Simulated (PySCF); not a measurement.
H₂MoO₄, SMILES [O]=[Mo](=[O])([OH])[OH] (connectivity only; charge and spin as stated), charge -1, multiplicity 2. Atoms are numbered in the order given.

```xyz
7

Mo     0.0000     0.0000     0.1413
O      1.4678     0.0000     1.0673
O     -1.4678     0.0000     1.0673
O      0.0000    -1.3554    -1.3121
H      0.0000    -2.2695    -1.0097
O      0.0000     1.3554    -1.3121
H      0.0000     2.2695    -1.0097
```
Charge -1, spin multiplicity 2.

Geometry optimised at B3LYP-D3(BJ)/def2-SVPD. The multiplicity is an assumed one; no other spin state was optimised. The isomer is the one that the SMILES or the coordinates give; other isomers of the formula were not compared. The def2 effective core potentials stand for the cores of Mo; spin–orbit coupling is left out. The values are those of a single conformer.

All values below come from PBE0/def2-SVPD run with PySCF.

Mulliken values depend strongly on the basis, most of all with diffuse functions as here. ESP charges are fitted to the potential on shells at 1.4 to 2.0 van der Waals radii. Atomic charges (e):

```json
[
 {"atom": "Mo1", "ESP fit": "1.27", "Mulliken": "2.43", "Mulliken spin": "0.98"},
 {"atom": "O2", "ESP fit": "-0.71", "Mulliken": "-1.04", "Mulliken spin": "0.00"},
 {"atom": "O3", "ESP fit": "-0.71", "Mulliken": "-1.04", "Mulliken spin": "0.00"},
 {"atom": "O4", "ESP fit": "-0.74", "Mulliken": "-0.78", "Mulliken spin": "0.00"},
 {"atom": "H5", "ESP fit": "0.32", "Mulliken": "0.10", "Mulliken spin": "0.00"},
 {"atom": "O6", "ESP fit": "-0.74", "Mulliken": "-0.78", "Mulliken spin": "0.00"},
 {"atom": "H7", "ESP fit": "0.32", "Mulliken": "0.10", "Mulliken spin": "0.00"}
]
```
